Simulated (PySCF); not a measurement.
Isomers of C8H11OP, mass 154.055 u with the commonest isotopes. Level of theory: PBE0/pcSseg-1 in PySCF (dipole) on a GFN2-xTB geometry, gas phase. One conformer each, none proved a minimum here; rigid rotors.

Task: Order these by out-of-plane moment Σ m c² = (Ia + Ib − Ic)/2, smallest first.
A. `[CH2:1]=[C:2]([CH3:3])[P:4]([CH3:5])[c:6]1[cH:7][cH:8][cH:9][o:10]1` with C1–C2–P4–C5 -29°, C2–P4–C6–C7 -119°
B. `[CH2:1]=[CH:2][c:3]1[cH:4][c:5]([CH3:6])[pH:7][c:8]1[O:9][CH3:10]` with C1–C2–C3–C4 0°, P7–C8–O9–C10 13°
C. `[CH:1]#[C:2][CH2:3][P:4]1[CH2:5][CH2:6][C:7](=[O:8])[CH2:9][CH2:10]1` with C2–C3–P4–C5 169°, C3–P4–C5–C6 -160°, P4–C5–C6–C7 65°, C5–C6–C7–O8 116°, C6–C7–C9–C10 62°
D. `[CH2:1]=[CH:2][c:3]1[p:4][cH:5][o:6][c:7]1[CH:8]([CH3:9])[CH3:10]` with C1–C2–C3–P4 0°, O6–C7–C8–C9 -67°
E. `[CH3:1][C:2](=[O:3])[CH2:4][P:5]1[CH:6]=[CH:7][CH2:8][CH:9]=[CH:10]1` with C1–C2–C4–P5 79°, C2–C4–P5–C6 167°, C4–P5–C6–C7 -134°, C6–C7–C8–C9 35°, C7–C8–C9–C10 -35°, C4–P5–C10–C9 133°
F. `[OH:1][CH2:2][PH:3][CH2:4][c:5]1[cH:6][cH:7][cH:8][cH:9][cH:10]1` with H–O1–C2–P3 63°, O1–C2–P3–C4 74°, C2–P3–C4–C5 168°, P3–C4–C5–C6 84°

Result: B (5.40 u·Å²), C (44.33 u·Å²), F (45.84 u·Å²), E (49.39 u·Å²), D (53.50 u·Å²), A (94.96 u·Å²).

Task: Order these by radius of gyration √(Σ m r²/M), largest first.
A. `[OH:1][CH2:2][PH:3][CH2:4][c:5]1[cH:6][cH:7][cH:8][cH:9][cH:10]1` with H–O1–C2–P3 63°, O1–C2–P3–C4 74°, C2–P3–C4–C5 168°, P3–C4–C5–C6 84°
B. `[CH:1]#[C:2][CH2:3][P:4]1[CH2:5][CH2:6][C:7](=[O:8])[CH2:9][CH2:10]1` with C2–C3–P4–C5 169°, C3–P4–C5–C6 -160°, P4–C5–C6–C7 65°, C5–C6–C7–O8 116°, C6–C7–C9–C10 62°
C. `[CH2:1]=[C:2]([CH3:3])[P:4]([CH3:5])[c:6]1[cH:7][cH:8][cH:9][o:10]1` with C1–C2–P4–C5 -29°, C2–P4–C6–C7 -119°
D. `[CH2:1]=[CH:2][c:3]1[cH:4][c:5]([O:6][CH3:7])[pH:8][c:9]1[CH3:10]` with C1–C2–C3–C4 0°, C4–C5–O6–C7 175°
E. `[CH2:1]=[CH:2][c:3]1[cH:4][c:5]([CH3:6])[pH:7][c:8]1[O:9][CH3:10]` with C1–C2–C3–C4 0°, P7–C8–O9–C10 13°
F. `[CH2:1]=[CH:2][c:3]1[p:4][cH:5][o:6][c:7]1[CH:8]([CH3:9])[CH3:10]` with C1–C2–C3–P4 0°, O6–C7–C8–C9 -67°
G. `[CH3:1][C:2](=[O:3])[CH2:4][P:5]1[CH:6]=[CH:7][CH2:8][CH:9]=[CH:10]1` with C1–C2–C4–P5 79°, C2–C4–P5–C6 167°, C4–P5–C6–C7 -134°, C6–C7–C8–C9 35°, C7–C8–C9–C10 -35°, C4–P5–C10–C9 133°

Result: A (2.674 Å), B (2.449 Å), D (2.394 Å), G (2.370 Å), E (2.343 Å), F (2.282 Å), C (2.208 Å).

Task: Order these by rotational constant A, smallest first.
A. `[CH2:1]=[C:2]([CH3:3])[P:4]([CH3:5])[c:6]1[cH:7][cH:8][cH:9][o:10]1` with C1–C2–P4–C5 -29°, C2–P4–C6–C7 -119°
B. `[CH2:1]=[CH:2][c:3]1[cH:4][c:5]([CH3:6])[pH:7][c:8]1[O:9][CH3:10]` with C1–C2–C3–C4 0°, P7–C8–O9–C10 13°
C. `[CH:1]#[C:2][CH2:3][P:4]1[CH2:5][CH2:6][C:7](=[O:8])[CH2:9][CH2:10]1` with C2–C3–P4–C5 169°, C3–P4–C5–C6 -160°, P4–C5–C6–C7 65°, C5–C6–C7–O8 116°, C6–C7–C9–C10 62°
D. `[OH:1][CH2:2][PH:3][CH2:4][c:5]1[cH:6][cH:7][cH:8][cH:9][cH:10]1` with H–O1–C2–P3 63°, O1–C2–P3–C4 74°, C2–P3–C4–C5 168°, P3–C4–C5–C6 84°
E. `[CH2:1]=[CH:2][c:3]1[cH:4][c:5]([O:6][CH3:7])[pH:8][c:9]1[CH3:10]` with C1–C2–C3–C4 0°, C4–C5–O6–C7 175°
F. `[CH3:1][C:2](=[O:3])[CH2:4][P:5]1[CH:6]=[CH:7][CH2:8][CH:9]=[CH:10]1` with C1–C2–C4–P5 79°, C2–C4–P5–C6 167°, C4–P5–C6–C7 -134°, C6–C7–C8–C9 35°, C7–C8–C9–C10 -35°, C4–P5–C10–C9 133°
G. `[CH2:1]=[CH:2][c:3]1[p:4][cH:5][o:6][c:7]1[CH:8]([CH3:9])[CH3:10]` with C1–C2–C3–P4 0°, O6–C7–C8–C9 -67°

Result: B (1240 MHz), G (1656 MHz), E (1876 MHz), A (1931 MHz), F (2630 MHz), C (2688 MHz), D (3392 MHz).

```
            SMILES  point group  Ia (u·Å²)  Ib (u·Å²)  Ic (u·Å²)      κ  μa (D)  μb (D)  μc (D)
   C=Cc1pcoc1C(C)C      near Cs     305.13     550.32     748.45  -0.50    1.75    0.59    0.00
C=Cc1cc(C)[pH]c1OC           C1     407.49     443.30     839.98   0.69    0.87    1.45    0.75
 CC(=O)CP1C=CCC=C1           C1     192.17     722.20     815.60  -0.92    1.53    2.07    0.04
C=Cc1cc(OC)[pH]c1C           C1     269.38     618.75     877.34  -0.63    0.69    1.01    0.75
  C#CCP1CCC(=O)CC1           C1     188.00     780.26     879.61  -0.93    1.56    0.83    0.48
      OCPCc1ccccc1           C1     148.99     998.19    1055.50  -0.98    0.08    0.63    0.58
 C=C(C)P(C)c1ccco1           C1     261.70     584.54     656.32  -0.84    0.89    0.32    0.70
```
